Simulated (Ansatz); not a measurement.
`F[SiH]1NC(=[Se])O1`, relaxed with RKS PBE-D4/def2-SVP in Ansatz from a rough embedded geometry. The force threshold is 0.03 eV/Å; the program also tests the step.

The species carries charge 0 and has multiplicity 1.

Start:

```xyz
8

F    -0.355   -2.273   -0.641
Si    0.183   -1.052    0.310
N    -0.778    0.337    0.171
C     0.337    1.057   -0.420
Se    0.555    2.792   -1.202
O     1.264   -0.087   -0.465
H     0.550   -1.397    1.718
H    -1.755    0.624    0.530
```

Q: How much energy does the relaxation release, and in how many steps? (Best estimate.)

A: Computed: 20.11 kcal/mol, in 8 steps, 1 of them rejected.

Q: Which bonds change most? (Best estimate.)

A: Ansatz gave: C4–Se5 from 1.916 to 1.777 Å; Si2–O6 from 1.643 to 1.722 Å; C4–O6 from 1.473 to 1.395 Å; N3–C4 from 1.453 to 1.391 Å.

Q: Give the relaxed structure. (An estimate is asked.)

A: Computed: 
```xyz
8

F    -0.295   -2.345   -0.529
Si    0.174   -1.057    0.334
N    -0.792    0.391    0.173
C     0.280    1.015   -0.456
Se    0.458    2.673   -1.070
O     1.246    0.009   -0.491
H     0.604   -1.549    1.664
H    -1.674    0.862    0.374
```
